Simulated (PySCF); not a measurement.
B(Cl)2(SH) (BCl2HS), SMILES SB(Cl)Cl. Atoms are numbered in the order given.

```xyz
5

B     -0.0003    -0.0121     0.0000
Cl     1.3720    -1.1111     0.0000
Cl    -1.6376    -0.6606     0.0000
S      0.3415     1.7513     0.0000
H     -0.9481     2.1574     0.0000
```

Geometry optimised at TPSSh-D3(BJ)/def2-SVP. Other conformers were not sampled.

Calculation: PBE0/def2-TZVPD run with PySCF.

Mulliken values depend strongly on the basis, most of all with diffuse functions as here. ESP charges are fitted to the potential on shells at 1.4 to 2.0 van der Waals radii. Atomic charges (e):

| atom | Mulliken | ESP fit |
|---|---|---|
| B1 | 0.64 | 0.02 |
| Cl2 | -0.26 | -0.01 |
| Cl3 | -0.25 | -0.06 |
| S4 | -0.35 | -0.12 |
| H5 | 0.22 | 0.18 |
